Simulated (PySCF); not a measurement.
dichloro(silylmethyl)silane (CH6Cl2Si2), SMILES [SiH3]C[SiH](Cl)Cl.

The structure is a stationary point at PBE0-D3(BJ)/def2-SVP. The geometry has at least one imaginary mode, so it is a saddle point at that level. Other conformers were not sampled.

These are PBE0-D3(BJ)/def2-SVP (PySCF 2.14.0) values and carry that method's errors.

Frequencies are harmonic and unscaled.

```tsv
mode	ν (cm⁻¹)	IR (km/mol)	moving atoms (share of kinetic energy)
1	32i	0.1	H 53 %, Cl 23 %, Si 19 %
2	100	0.0	H 56 %, Cl 29 %, Si 14 %
3	110	1.9	Si 48 %, Cl 37 %, H 11 %
4	181	3.0	Cl 74 %, Si 17 %
5	193	0.1	H 41 %, C 31 %, Cl 22 %
6	317	10.0	Si 56 %, C 16 %, H 15 %, Cl 13 %
7	488	5.0	H 89 %
8	496	26.2	Cl 42 %, Si 37 %, C 13 %
9	575	4.7	H 45 %, Si 37 %, Cl 9 %, C 9 %
10	584	80.9	Si 53 %, Cl 37 %, H 9 %
11	670	26.7	H 66 %, C 22 %, Si 10 %
12	737	17.0	H 75 %, C 19 %
13	773	40.7	H 45 %, C 34 %, Si 21 %
14	826	255.8	H 70 %, Si 17 %, C 13 %
15	831	214.8	H 80 %, Si 11 %, C 9 %
16	926	172.4	H 89 %, Si 10 %
17	944	49.3	H 97 %
18	944	40.4	H 97 %
19	1015	1.7	H 96 %
20	1089	70.4	H 55 %, C 42 %
21	1366	13.6	H 92 %, C 8 %
22	2234	112.5	H 97 %
23	2249	65.2	H 97 %
24	2255	87.6	H 96 %
25	2280	103.9	H 97 %
26	3064	0.4	H 95 %
27	3135	0.4	H 91 %, C 9 %
```
